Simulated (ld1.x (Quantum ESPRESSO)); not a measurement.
# praseodymium (Pr), RRKJ: configuration errors across variants

praseodymium, norm-conserving RRKJ (Kleinman–Bylander form), made with ld1.x (Quantum ESPRESSO) 7.5 (PBEsol, scalar-relativistic). Core [Kr] 4d10, reference 4f3 5s2 5p6 5d0.5 6s1.5 6p0. Waves: 5s (bound): rc 2.45 bohr; 5p (bound): rc 3.05 bohr; 5d (bound): rc 2.25 bohr; 4f (bound): rc 1.50 bohr. Local part: all-electron potential smoothed inside 2.20 bohr (lloc = -1). Core correction: none.

Occupied shells without a wave of their own: 6s. They enter only through the test configuration that unscreens the potential.

All-electron excitation energies from the reference (eV): (1) 4f3 5s2 5p6 5d0 6s2 6p0 -0.757; (2) 4f3 5s2 5p6 5d0 6s1 6p0 4.983; (3) 4f3 5s2 5p6 5d0 6s0 6p0 15.515; (4) 4f3 5s2 5p6 5d0 6s0 6p2 3.911; (5) 4f3 5s2 5p6 5d0 6s0 6p1 7.875; (6) 4f3 5s2 5p5 5d0 6s2 6p0 25.371; (7) 4f3 5s2 5p6 5d0 6s1 6p1 1.534.

For the base: The 6s level has no wave, so the channel is fitted at the deeper level alone: the likely source of the large errors.

On the changes marked as counting shells twice: ld1.x takes every shell without a wave as core, so the model core holds the marked electrons as well and exchange and correlation see them twice. This cancels in the reference configuration, but the file is broken for other ones, and its errors say nothing about a proper core correction.

Errors AE − PS in meV (a dash: test not solved or not reliable):

| change | (1) | (2) | (3) | (4) | (5) | (6) | (7) | bound ghosts |
| --- | --- | --- | --- | --- | --- | --- | --- | --- |
| base | +86 | -120 | -504 | -251 | -349 | +211 | -70 | none |
| core correction a·sin(br)/r model core inside 0.72 bohr (6s counted twice) | +81 | -221 | -1049 | -368 | -450 | +159 | -101 | none |
| core correction a·sin(br)/r model core inside 0.86 bohr (6s counted twice) | +81 | -221 | -1049 | -368 | -450 | +160 | -101 | none |
| core correction a·sin(br)/r model core inside 1.26 bohr (6s counted twice) | +81 | -221 | -1048 | -367 | -450 | +163 | -101 | none |
| core correction a·sin(br)/r model core inside 1.44 bohr (6s counted twice) | +82 | -221 | -1048 | -367 | -449 | +164 | -100 | none |
| core correction a·sin(br)/r model core inside 1.56 bohr (6s counted twice) | +82 | -221 | -1047 | -366 | -448 | +166 | -100 | none |
| core correction a·sin(br)/r model core inside 1.82 bohr (6s counted twice) | +82 | -221 | -1045 | -364 | -447 | +171 | -100 | none |

Give the same row for: core correction a·sin(br)/r model core inside 1.08 bohr (6s counted twice).

+81, -221, -1049, -368, -450, +162, -101; bound ghosts: none. ld1.x takes every shell without a wave as core, so the model core holds the 6s electrons as well and exchange and correlation see them twice. This cancels in the reference configuration, but the file is broken for other ones, and its errors say nothing about a proper core correction.
